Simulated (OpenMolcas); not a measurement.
Au3+ (d8) among equal point charges was computed by CASSCF with the d shell active (OpenMolcas, ANO-RCC-VTZP on the metal). Its lowest spin-free states, and all those of the highest spin:

| 2S+1 | Degeneracy | E (cm-1) |
| --- | --- | --- |
| 1 | 1 | 0.0 |
| 3 | 2 | 2953 |
| 3 | 2 | 5666 |
| 1 | 2 | 16849 |
| 1 | 2 | 17808 |
| 3 | 1 | 21143 |
| 3 | 2 | 23833 |
| 3 | 2 | 31209 |
| 1 | 2 | 35977 |
| 1 | 2 | 36903 |
| 1 | 1 | 37759 |
| 3 | 1 | 40295 |

Question: Is the site octahedral, tetrahedral or cube-like, axial, or of lower symmetry?

Answer: The states with 2S+1 = 3 have orbital degeneracies 2, 2, 1, 2, 2, 1. There are pairs but no triples, so the site is axial: not cubic, but with a proper or improper axis of order three or more. The run had Au3+ among 5 point charges of -2 e arranged as a trigonal bipyramid (D3h), 1.83 Å from the ion, with the axial distance 1.647 Å. The active orbitals were held to one l.

Spin-orbit coupling mixes the spin-free states strongly: the lowest level takes only 62 % from its leading state, 1A1. Without dynamic correlation the repulsion within the d shell is too large (B by tens of per cent), so at a given field states of lower spin stand too high. Real 4d8 and 5d8 ions are as a rule square planar and diamagnetic. This shell can be high or low spin here, a state of another spin lies low, and with metal d orbitals alone active their balance is uncertain, so the ground spin may be wrong, although the usual error favours high spin. Point charges carry no covalency, so the field is a model and not that of real ligands. An unlabelled pair can be two single states that coincide in this model. No measured value stands beside these numbers.
